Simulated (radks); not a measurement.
Values are calculated unless marked as measured or tabulated.
Effect of the nuclear size on the lead ion Pb+, [Hg] 6p1. Level of theory: Dirac Kohn-Sham, LDA (Slater exchange, Perdew-Wang correlation), spin-unpolarised, spherical densities, finite nucleus; open shells fill j = l - 1/2 first; Fermi nuclear charge, rms radius 5.5012 fm (a radial shooting solver on a logarithmic mesh with Libxc functionals). The rms radius is varied about that value; shifts are against it.

\begin{tabular}{lrrrrrrrrr}
rms radius (fm) & total energy shift (eV) & density at nucleus (e/bohr^3) & 1s1/2 shift (meV) & 2s1/2 shift (meV) & 5s1/2 shift (meV) & 5p1/2 shift (meV) & 6s1/2 shift (meV) & 6p1/2 shift (meV) & 7s1/2 (empty) shift (meV) \\ \hline
4.8961 & -27.1 & 2.866e+06 & -10800 & -1640 & -19.8 & 0.419 & -2.06 & 0.346 & -0.291 \\
4.9621 & -24.3 & 2.85e+06 & -9670 & -1470 & -17.7 & 0.374 & -1.85 & 0.309 & -0.260 \\
5.5012 & 0 & 2.725e+06 & 0.000 & 0.000 & 0.000 & 0.000 & 0.000 & 0.000 & 0.000 \\
5.7928 & 13.7 & 2.664e+06 & 5460 & 830 & 10.0 & -0.210 & 1.04 & -0.175 & 0.147 \\
6.3924 & 43.2 & 2.553e+06 & 17200 & 2610 & 31.5 & -0.658 & 3.28 & -0.550 & 0.462 \\
\end{tabular}

Slopes of the eigenvalues against <r^2> in GHz/fm^2, as finite differences over the two radii next to the reference (eigenvalue slopes, not the field-shift constants of lines): 1s1/2 410000, 2s1/2 62200, 5s1/2 751, 5p1/2 -15.8, 6s1/2 78.1, 6p1/2 -13.1, 7s1/2 (empty) 11.0.
